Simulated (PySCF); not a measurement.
**Assigning NMR signals**

Structure with atom numbers: `[O:1]=[C:2]([F:3])[C@@H:4]1[CH2:5][C@H:6]1[F:7]`. Each H is labelled by its parent atom. Ha(C5) is cis to C2 on the ring; Hb(C5) is trans to C2 on the ring.

- spin–spin couplings from B3LYP/pcJ-1 (spin–dipole term only in couplings to heteroatoms)
- GIAO PBE0/pcSseg-1 shieldings
- coordinates at the GFN2-xTB level
- code: PySCF
- isolated molecule, non-relativistic Hamiltonian, one computed conformer

Shifts are taken against calculated references (same method and geometry level): $^{13}$C and $^{1}$H against TMS.

Q: Assign these signals to the numbered atoms. $^{13}$C{$^{1}$H} NMR (computed): δ 172.9 (C, d, J = 411.9 Hz), 79.0 (CH, dd, J = 301.4, 2.5 Hz), 20.7 (CH, dd, J = 79.2, 10.2 Hz), 19.6 (CH2, dd, J = 3.6, 2.9 Hz).

A: 
| δ (ppm) | atoms | environment | reason |
| --- | --- | --- | --- |
| 172.9 | C2 | carbonyl carbon | – |
| 79.0 | C6 | three-membered-ring carbon | deshielded by the electronegative neighbour |
| 20.7 | C4 | three-membered-ring carbon | – |
| 19.6 | C5 | three-membered-ring carbon | – |

C4 and C5 lie closer than the usual error of such a calculation, so a measured spectrum could show them in the other order.

Q: Assign these signals to the numbered atoms. $^{1}$H NMR (300 MHz, computed): δ 4.94 (m, 1H), 2.20 (m, 1H), 1.74 (m, 1H), 1.36 (ddt, J = 11.3, 8.5, 7.3 Hz, 1H).

A: 
4.94 → H(C6), hydrogen on a three-membered-ring carbon: its carbon carries F, which withdraws density
2.20 → H(C4), hydrogen on a three-membered-ring carbon
1.74 → Hb(C5), hydrogen on a three-membered-ring carbon
1.36 → Ha(C5), hydrogen on a three-membered-ring carbon: cyclopropane-type protons are shielded by the ring

Common functionals overestimate the size of one-bond C–F couplings by tens of Hz; these are unscaled. Splittings below 1 Hz are ignored in the labels, and close J values are merged. Unscaled 3J(H,H) at this level run about 10 % above measured values. Shifts are as computed. Against solution values, carbons near 30 ppm lie about +3 ppm off and those near 130 ppm about +5 ppm. Of 1211 compounds with measured shifts, 218 miss one by over three times the rms of a fit or turn the order of signals round; such compounds aren't used in these exercises. 3J across rotatable bonds or in flexible rings reflects this conformer alone.
